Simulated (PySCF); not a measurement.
Species: C4H5BCl2.
Cartesian coordinates in Å at the PBE0-D3(BJ)/def2-SVP level; atoms count from 1:
```xyz
12
C4H5BCl2 angstrom
C      2.252    0.096   -0.073
C      1.171   -0.596    0.174
C      0.082   -1.282    0.419
C     -1.269   -1.015   -0.197
B     -2.231   -0.276    0.803
Cl    -3.805   -0.925    1.223
Cl    -1.752    1.246    1.523
H      2.492    0.992    0.510
H      2.952   -0.196   -0.865
H      0.140   -2.094    1.155
H     -1.726   -1.953   -0.547
H     -1.150   -0.355   -1.074
```

The closed-shell ground state was solved at several levels (PySCF, density fitting, gas phase, non-relativistic).

```tsv
level	basis functions	HOMO (eV)	LUMO (eV)	gap (eV)	dipole (D)
B3LYP/pcSseg-1	158	-7.20	-1.68	5.52	1.26
BP86/pcSseg-1	158	-6.36	-2.52	3.84	1.22
HF/pcSseg-1	158	-10.02	2.24	12.26	1.61
OPBE/pcSseg-1	158	-6.22	-2.33	3.89	1.25
mPW1PW91/pcSseg-1	158	-7.47	-1.54	5.93	1.35
LDA/pcSseg-1	158	-6.40	-2.68	3.72	1.24
B3LYP/def2-TZVP	259	-7.14	-1.65	5.49	1.14
PBE0/STO-3G	48	-5.73	0.60	6.33	1.69
PBE0/6-31G	81	-7.28	-1.46	5.82	1.76
LC-wPBE/pcSseg-1	158	-10.15	0.72	10.87	1.44
PBE/pcSseg-1	158	-6.25	-2.43	3.82	1.19
```

**Question.** What might B3LYP/cc-pVTZ (288 basis functions) give for the same quantities?

**Answer.** HOMO -7.12 eV, LUMO -1.63 eV, gap 5.49 eV, dipole 1.18 D.

**Question.** Over all these levels, which gives the widest orbital gap and which the narrowest?

**Answer.** HF/pcSseg-1 (Hartree–Fock, all exact exchange) has the widest, 12.26 eV, and LDA/pcSseg-1 (LDA) the narrowest, 3.72 eV. The two share the basis. From the narrowest to the widest the HOMO moves by -3.62 eV and the LUMO by +4.92 eV.

**Question.** How much does the basis alone move the frontier levels among the 3 B3LYP rows (the withheld one included)?

**Answer.** The HOMO by 0.08 eV and the LUMO by 0.05 eV. By rising basis size (HOMO, LUMO in eV): pcSseg-1 -7.20, -1.68; def2-TZVP -7.14, -1.65; cc-pVTZ -7.12, -1.63.

**Question.** In the pcSseg-1 basis, how does the gap go with the fixed share of exact exchange?

**Answer.** LDA (0 %) 3.72 eV; PBE (0 %) 3.82 eV; BP86 (0 %) 3.84 eV; OPBE (0 %) 3.89 eV; B3LYP (20 %) 5.52 eV; mPW1PW91 (25 %) 5.93 eV; HF (100 %) 12.26 eV. Each rise in the share widens the gap here.

**Question.** How far do the dipole and the HOMO energy spread over the levels?

**Answer.** The dipole runs from 1.14 to 1.76 D (mean 1.36 D) and the HOMO from -10.15 to -5.73 eV.

One conformer stands for the species.
